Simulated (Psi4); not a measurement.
Br$_{3}$In, charge +1, doublet, geometry from GFN2-xTB (such geometries of metal compounds can be far from the true shape) (a state made from the parent by changing its charge; the spin is typed, not shown lowest) (core potentials on In). Base run: PBE0/def2-SVP (Psi4).

Here is a job for Psi4.
```
memory 2 GB

molecule {
1 2
In    0.00000000    0.00000000   -0.00000000
Br   -2.04620872   -1.53155503   -0.20004307
Br    0.00668549    2.28790169   -1.15676676
Br    2.03952323   -0.75634665    1.35680983
}

set {
  basis def2-svp
  reference uks
}

energy('pbe0')
print_variables()
```

The base run was repeated with changes; each row names its change, and settings that it needs were set with it.

```csv
change,basis functions,E (Eh),core-seconds (rough)
base,122,-7910.54605,30
basis = def2-SV(P),122,-7910.54605,20
basis = def2-SVPD,155,-7910.55264,40
basis = def2-TZVPP,194,-7911.48892,50
basis = def2-TZVP,194,-7911.48892,50
basis = def2-TZVPD,227,-7911.48961,70
basis = def2-QZVP,307,-7911.64777,100
```

Totals compare only among sets that treat the same electrons; sets with core potentials leave the core out.

Open shells are given as the SCF converged; they aren't shown to be the lowest states, and a large step between rows can be another state.
